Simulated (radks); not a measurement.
Results of a calculation; reference values are marked as such.
Initial-state core-level shifts of neutral iridium when its valence configuration changes from [Xe] 4f14 5d7 6s2. Code: a radial shooting solver on a logarithmic mesh with Libxc functionals. Model: scalar-relativistic Kohn-Sham, SCAN, spin-unpolarised, spherical densities, finite nucleus; meta-GGA in the generalised Kohn-Sham scheme; Fermi nuclear charge, rms radius 5.4032 fm. Shifts are changes of the shell-averaged eigenvalues in eV (positive: less bound); the change of the density at the nucleus, which sets a Mossbauer isomer shift, is in e/bohr^3, on a base of 1.948e+06.

| valence | 1s | 2s | 2p | 3d | density at nucleus |
|---|---|---|---|---|---|
| 4f14 5d8 6s1 | +2.667 | +2.798 | +2.792 | +2.774 | -143.1 |
| 4f14 5d6.5 6s2 6p0.5 | -2.425 | -2.476 | -2.474 | -2.464 | +23.1 |
| 4f14 5d7 6s1 6p1 | -1.932 | -1.884 | -1.885 | -1.896 | -119.7 |
| 4f13.5 5d8.5 6s1 | -2.787 | -3.152 | -3.092 | -3.971 | -87.3 |
| 4f12.5 5d8.5 6s2 | -17.138 | -18.686 | -18.482 | -21.155 | +174.0 |
| 4f14 5d7.5 6s1.5 | +1.369 | +1.435 | +1.433 | +1.422 | -73.6 |
| 4f14 5d6 6s2 6p1 | -4.840 | -4.949 | -4.944 | -4.920 | +47.0 |
| 4f12.5 5d9.5 6s1 | -14.054 | -15.463 | -15.265 | -17.958 | +28.8 |
| 4f13 5d8 6s2 | -11.311 | -12.326 | -12.192 | -13.944 | +114.6 |
